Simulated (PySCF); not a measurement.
A calculated (M06-2X, PySCF 2.14, aug-cc-pwCVTZ-DK3 with one added diffuse shell each of s, d, f type, the spin-free X2C one-electron Hamiltonian (Gaussian nucleus)) atom or ion has these occupied shells.

```json
{"shell": "1s α", "electrons": "1", "orbital energy (eV)": "-85644.4", "rms radius, mean of both spins (bohr)": "0.0184"}
{"shell": "1s β", "electrons": "1", "orbital energy (eV)": "-85644.3", "rms radius, mean of both spins (bohr)": "0.0184"}
{"shell": "2s α", "electrons": "1", "orbital energy (eV)": "-15335.9", "rms radius, mean of both spins (bohr)": "0.0743"}
{"shell": "2s β", "electrons": "1", "orbital energy (eV)": "-15335.7", "rms radius, mean of both spins (bohr)": "0.0743"}
{"shell": "2p α", "electrons": "3", "orbital energy (eV)": "-13271.8", "rms radius, mean of both spins (bohr)": "0.0683"}
{"shell": "2p β", "electrons": "3", "orbital energy (eV)": "-13271.6", "rms radius, mean of both spins (bohr)": "0.0683"}
{"shell": "3s α", "electrons": "1", "orbital energy (eV)": "-3710.9", "rms radius, mean of both spins (bohr)": "0.190"}
{"shell": "3s β", "electrons": "1", "orbital energy (eV)": "-3710.7", "rms radius, mean of both spins (bohr)": "0.190"}
{"shell": "3p α", "electrons": "3", "orbital energy (eV)": "-3110.9", "rms radius, mean of both spins (bohr)": "0.192"}
{"shell": "3p β", "electrons": "3", "orbital energy (eV)": "-3110.7", "rms radius, mean of both spins (bohr)": "0.192"}
{"shell": "3d α", "electrons": "5", "orbital energy (eV)": "-2455.0", "rms radius, mean of both spins (bohr)": "0.176"}
{"shell": "3d β", "electrons": "5", "orbital energy (eV)": "-2454.9", "rms radius, mean of both spins (bohr)": "0.176"}
{"shell": "4s α", "electrons": "1", "orbital energy (eV)": "-862.38", "rms radius, mean of both spins (bohr)": "0.417"}
{"shell": "4s β", "electrons": "1", "orbital energy (eV)": "-862.06", "rms radius, mean of both spins (bohr)": "0.417"}
{"shell": "4p α", "electrons": "3", "orbital energy (eV)": "-663.20", "rms radius, mean of both spins (bohr)": "0.445"}
{"shell": "4p β", "electrons": "3", "orbital energy (eV)": "-662.91", "rms radius, mean of both spins (bohr)": "0.445"}
{"shell": "4d α", "electrons": "5", "orbital energy (eV)": "-420.22", "rms radius, mean of both spins (bohr)": "0.473"}
{"shell": "4d β", "electrons": "5", "orbital energy (eV)": "-419.90", "rms radius, mean of both spins (bohr)": "0.473"}
{"shell": "5s α", "electrons": "1", "orbital energy (eV)": "-166.87", "rms radius, mean of both spins (bohr)": "0.928"}
{"shell": "5s β", "electrons": "1", "orbital energy (eV)": "-165.84", "rms radius, mean of both spins (bohr)": "0.928"}
{"shell": "4f α", "electrons": "7", "orbital energy (eV)": "-152.35", "rms radius, mean of both spins (bohr)": "0.511"}
{"shell": "4f β", "electrons": "7", "orbital energy (eV)": "-152.08", "rms radius, mean of both spins (bohr)": "0.511"}
{"shell": "5p α", "electrons": "3", "orbital energy (eV)": "-109.44", "rms radius, mean of both spins (bohr)": "1.06"}
{"shell": "5p β", "electrons": "3", "orbital energy (eV)": "-108.10", "rms radius, mean of both spins (bohr)": "1.06"}
{"shell": "5d α", "electrons": "5", "orbital energy (eV)": "-42.661", "rms radius, mean of both spins (bohr)": "1.43"}
{"shell": "5d β", "electrons": "4", "orbital energy (eV)": "-41.257", "rms radius, mean of both spins (bohr)": "1.43"}
{"shell": "6s α", "electrons": "1", "orbital energy (eV)": "-31.595", "rms radius, mean of both spins (bohr)": "2.32"}
{"shell": "6p α", "electrons": "1", "orbital energy (eV)": "-21.207", "rms radius, mean of both spins (bohr)": "2.85"}
```

Question: Name the element and its charge.

Answer: Tl²⁺ (thallium, charge +2), in [Xe] 4f14 5d9 6s1 6p1, one real determinant (an excited configuration).
